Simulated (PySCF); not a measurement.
Correlation energy of I (iodine, neutral)

[Kr] 4d10 5s1 5p6, 2S determinant (an excited configuration). All numbers are calculated (PySCF 2.14, scalar relativity through the core potential, in def2-QZVPPD with the def2 core potential (28 electrons)). Frozen: nothing; 25 electrons correlated.

MP2 pair energies summed by pair of shells (mhartree):

```csv
pair,energy,share (%)
4d-4d,-355.98,40.1
5p-5p,-175.27,19.7
4d-5p,-148.01,16.7
4p-4d,-75.78,8.5
4p-4p,-35.85,4.0
4s-4d,-23.06,2.6
5s-5p,-22.14,2.5
4d-5s,-20.28,2.3
4p-5p,-12.57,1.4
4s-4p,-10.05,1.1
4p-5s,-3.70,0.4
4s-4s,-3.27,0.4
4s-5p,-1.54,0.2
4s-5s,-0.52,0.1
```

Total MP2 correlation energy: -888.04 mhartree.

Same-spin part -292.87 and opposite-spin part -595.17 mhartree; SCS-MP2 scales them by 1/3 and 6/5 to -811.83 mhartree.

The basis has no tight functions for the innermost shells, so their pair energies are far from complete.

This basis was not built for core-valence correlation, so the inner-shell part is incomplete.
